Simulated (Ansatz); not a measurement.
Program: Ansatz. Geometries: PBE0-D4/def2-TZVP. ΔE: electronic, gas phase. CCSD(T)/CBS is the MP2 limit (def2-TZVPP, def2-QZVPP) plus CCSD(T) − MP2 in def2-TZVPP, frozen cores. Functionals use def2-TZVPP. For Ge outer-core shells are correlated without core-valence functions, which leaves a few kJ/mol of doubt a bond. Scalar relativity is left out up to krypton. Each species was taken in one conformer, which may not be the lowest.

Reaction (isomerisation): `N[SiH]1[O][GeH2]1` → `O[SiH]1[NH][GeH2]1`

```tsv
level	ΔE (kJ/mol)	difference from CCSD(T)/CBS
PBE-D4	32.8	3.4
PBE0-D4	27.3	-2.1
ωB97M-V	29.6	0.2
MP2/def2-TZVPP	28.8	-0.6
SCS-MP2/def2-TZVPP	30.8	1.4
CCSD/def2-TZVPP	27.1	-2.3
HF/def2-QZVPP	26.7	-2.7
MP2/def2-QZVPP	29.5	0.1
SCS-MP2/def2-QZVPP	31.3	1.9
MP2/CBS(def2)	29.4	0.0
CCSD(T)/CBS	29.4	0
```

Largest T1 diagnostic among the species: 0.014.

From PBE to PBE0 (25 % exact exchange), in def2-TZVPP and without D4, ΔE moves by −5.5 kJ/mol.

CCSD(T)/CBS has its own doubt, a few kJ/mol and more with outer-core shells, so smaller differences from it don't rank the levels.
